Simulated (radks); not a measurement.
The numbers below are computed, except where a source is named.
Sb+, configuration [Kr] 4d10 5s2 5p2.

Code: a radial shooting solver on a logarithmic mesh with Libxc functionals. Model: Dirac Kohn-Sham, SOGGA, spin-unpolarised, spherical densities, finite nucleus; open shells fill j = l - 1/2 first; Fermi nuclear charge, rms radius 4.6802 fm.

Energy parts (hartree):
part                        energy
total                  -6479.84086
kinetic                 6837.19747
electron-nucleus      -15723.59343
Hartree                 2573.68966
exchange-correlation    -167.13456

Orbitals (lengths in bohr, moments of r in powers of bohr; r(90%) holds 90 % of the orbital's charge):
| orbital | occ. | eigenvalue (hartree) | <r> | r(90%) |
|---|---|---|---|---|
| 1s1/2 | 2 | -1112.596 | 0.02843 | 0.0511 |
| 2s1/2 | 2 | -169.5126 | 0.1223 | 0.189 |
| 2p1/2 | 2 | -158.6342 | 0.1033 | 0.169 |
| 2p3/2 | 4 | -149.3874 | 0.1088 | 0.177 |
| 3s1/2 | 2 | -33.46503 | 0.3305 | 0.486 |
| 3p1/2 | 2 | -29.01571 | 0.3210 | 0.483 |
| 3p3/2 | 4 | -27.30958 | 0.3323 | 0.499 |
| 3d3/2 | 4 | -19.44300 | 0.3034 | 0.478 |
| 3d5/2 | 6 | -19.08831 | 0.3070 | 0.483 |
| 4s1/2 | 2 | -5.75431 | 0.7909 | 1.14 |
| 4p1/2 | 2 | -4.24901 | 0.8326 | 1.22 |
| 4p3/2 | 4 | -3.93260 | 0.8619 | 1.27 |
| 4d3/2 | 4 | -1.55246 | 1.022 | 1.58 |
| 4d5/2 | 6 | -1.50665 | 1.035 | 1.60 |
| 5s1/2 | 2 | -0.74810 | 2.162 | 3.16 |
| 5p1/2 | 2 | -0.45027 | 2.604 | 3.88 |
| 5p3/2 | 0 | -0.42313 | 2.706 | 4.03 |

The highest occupied level is 5p1/2 at -12.252 eV. For comparison, the ionisation energy in NIST's Atomic Spectra Database is 16.63 eV (measured). In exact Kohn-Sham theory the highest level is minus the ionisation energy, but local and semilocal functionals leave it too shallow, through self-interaction and a potential that decays too fast; potentials with the right tail come closer. The density falls to 0.001 e/bohr^3 at r = 4.23 bohr. The electron density at the nucleus is 2.086e+05 e/bohr^3. Summed over all electrons, <r^2> = 47.22 bohr^2, which gives a Langevin (diamagnetic) susceptibility term of -37.4 x 10^-6 cm^3/mol.

Beside tabulated values, note that spin-unpolarised runs miss the spin-polarisation part of the exchange energy of open shells.
